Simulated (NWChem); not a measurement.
Species: Si$_{2}$H$_{6}$Te; SMILES [SiH3][Te][SiH3]

```xyz
9

Te     0.0000     0.0000    -0.7093
Si    -1.8080     0.0000     1.0269
H     -3.1023     0.0000     0.2847
H     -1.7181    -1.2155     1.8901
H     -1.7181     1.2155     1.8901
Si     1.8080     0.0000     1.0269
H      1.7181     1.2155     1.8901
H      1.7181    -1.2155     1.8901
H      3.1023     0.0000     0.2847
```
Atoms are numbered in this order, from 1.

All runs use the structure optimised with PBE0/def2-SVP. Not confirmed as a minimum by frequencies. def2 effective core potentials on Te; no spin-orbit coupling.

Symmetry labels are those of C2v in the frame above (b1 and b2, or b-type labels, depend on it).

Task: List the 4 lowest vertical singlet excitations from CAM-B3LYP/def2-SVPD with def2 effective core potentials on Te, TDA (NWChem).

Result: 
```json
[
 {"state": "S1", "energy (eV)": "4.33", "oscillator strength": "0.000", "symmetry": "a2", "leading excitation (squared amplitude)": "HOMO → LUMO (0.94)"},
 {"state": "S2", "energy (eV)": "4.84", "oscillator strength": "0.024", "symmetry": "b2", "leading excitation (squared amplitude)": "HOMO → LUMO+1 (0.96)"},
 {"state": "S3", "energy (eV)": "5.56", "oscillator strength": "0.001", "symmetry": "b2", "leading excitation (squared amplitude)": "HOMO → LUMO+3 (0.66)"},
 {"state": "S4", "energy (eV)": "6.04", "oscillator strength": "0.032", "symmetry": "b2", "leading excitation (squared amplitude)": "HOMO → LUMO+2 (0.68)"}
]
```
